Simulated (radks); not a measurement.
Spherical quantum dot in the effective-mass picture: electrons in a well V = -V0 / (1 + exp((r - R)/a)) with V0 = 55.2, R = 1.59, a = 0.066, all in effective atomic units (hartree* = m*/eps^2 hartree, bohr* = eps/m* bohr), one dielectric constant everywhere. Calculated with a radial shooting solver with Libxc functionals: non-relativistic Kohn-Sham, LDA (Slater exchange, Perdew-Wang correlation), spin-polarised, spherical densities. Levels are named by radial order and angular momentum (1s, 1p, 1d, 2s, ...), and open shells are averaged over m. Results are scaled to m* = 0.086 and eps = 12.8, for which hartree* = 14.28 meV and bohr* = 7.876 nm.

N = 26, configuration 1s2 1p6 1d10 2s(up 1, down 0) 1f(up 7, down 0). This is the lowest configuration that the search found. Occupied and some empty levels:

level    occupation  eigenvalue (meV)  <r> (nm)
1s up             1           -452.69     7.781
1s down           1           -449.63     7.781
1p up             3           -434.39     8.430
1p down           3           -431.35     8.420
1d up             5           -406.28     8.890
1d down           5           -403.17     8.884
1f up             7           -369.79     9.250
2s up             1           -369.32     6.024
1f down           0           -366.61     9.247
2s down           0           -365.41     6.073
1g up             0           -325.71     9.547
1g down           0           -322.50     9.547
2p up             0           -319.68     6.935
2p down           0           -316.68     6.964
2d up             0           -263.49     7.585
2d down           0           -260.88     7.598

Energy (meV): total -14366.0, kinetic 2033.0, external -20004, Hartree 3980.4, exchange-correlation -375.22.
